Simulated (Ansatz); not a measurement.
`O[SiH]1BO1`, relaxed with RKS PBE-D4/def2-SVP in Ansatz 0.2.0 from a rough embedded geometry. The force threshold is 0.03 eV/Å; the program also tests the step.

The species carries charge 0 and has multiplicity 1.

Start:

```xyz
7

O    -0.539   -1.268   -1.080
Si   -0.542   -0.046    0.056
B     1.051    1.114   -0.097
O     0.936    0.062    0.785
H    -0.546   -2.147   -0.556
H    -1.584   -0.051    1.109
H     1.225    2.336   -0.216
```

| step | energy (eV) | largest force (eV/Å) | largest move (Å) |
| --- | --- | --- | --- |
| 1 | -12681.3453 | 4.659 | 0.000 |
| 2 | -12682.2010 | 2.392 | 0.196 |
| 3 | -12682.4798 | 0.873 | 0.163 |
| 4 | -12682.5190 | 0.545 | 0.057 |
| 5 | -12682.5385 | 0.385 | 0.080 |
| 6 | -12682.5418 | 0.161 | 0.035 |
| 7 (rejected) | -12682.5417 | 0.185 | 0.028 |
| 8 | -12682.5435 | 0.024 | 0.013 |

End:

```xyz
7

O    -0.472   -1.370   -1.017
Si   -0.530   -0.045    0.003
B     0.826    1.305   -0.005
O     1.047    0.289    0.851
H    -0.787   -2.205   -0.627
H    -1.557   -0.266    1.075
H     1.474    2.291   -0.279
```

It took 9 s on 2 threads of an Arm Neoverse V1 on a shared host, with 0.13 GiB of host memory at the peak.
